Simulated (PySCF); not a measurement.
PySCF job for VF₅, SMILES [F][V]([F])([F])([F])[F], multiplicity 1, C-PCM-B3LYP/def2-SVP. The structure is a stationary point at ωB97X-D3(BJ)/def2-SVP. The spin state was assumed, not searched. The isomer is the one that the SMILES or the coordinates give; other isomers of the formula were not compared.

```python
import numpy as np
from pyscf import gto, scf, dft
from pyscf.solvent import pcm

mol = gto.M(
    atom='''
    V    -0.00000000    0.00000000    0.00000000
    F    -0.00000000    0.00000000    1.72098276
    F    -0.00000000   -0.00000000   -1.72098276
    F    -1.68425399    0.00000000    0.00000000
    F     0.84212700    1.45860675   -0.00000001
    F     0.84212700   -1.45860675    0.00000001
    ''',
    basis='def2-SVP',
    charge=0,
    spin=0,
    max_memory=1600,
    verbose=3,
)
mf = dft.RKS(mol, xc='b3lyp').density_fit(auxbasis='def2-universal-jkfit')
mf.grids.level = 3
mf.conv_tol = 1e-9
mf.max_cycle = 100
mf.kernel()
res = {}
for name, eps in {'water': 78.355, '2-propanol': 19.264, 'diethylether': 4.24}.items():
    s = mf.PCM()
    s.with_solvent.method, s.with_solvent.eps, s.with_solvent.lebedev_order = 'C-PCM', eps, 29
    s.kernel(mf.make_rdm1())
    res[name] = (s.e_tot, eps, s.dip_moment(), s.mo_energy, s.converged)
    print(f'{name}: electrostatic solvation free energy {(s.e_tot - mf.e_tot) * 627.509474:.3f} kcal/mol')
```

Program output:

```
converged SCF energy = -1442.89167112901

WARN: PCM is an experimental feature. It is still in testing.
Features and APIs may be changed in the future.

converged SCF energy = -1442.89506698951
Dipole moment(X, Y, Z, Debye): -0.00011,  0.00000,  0.00000
water: electrostatic solvation free energy -2.131 kcal/mol

WARN: PCM is an experimental feature. It is still in testing.
Features and APIs may be changed in the future.

converged SCF energy = -1442.89492702161
Dipole moment(X, Y, Z, Debye): -0.00010, -0.00000, -0.00000
2-propanol: electrostatic solvation free energy -2.043 kcal/mol

WARN: PCM is an experimental feature. It is still in testing.
Features and APIs may be changed in the future.

converged SCF energy = -1442.89427548538
Dipole moment(X, Y, Z, Debye): -0.00007,  0.00000, -0.00000
diethylether: electrostatic solvation free energy -1.634 kcal/mol
```

The calculation finished and met its thresholds.
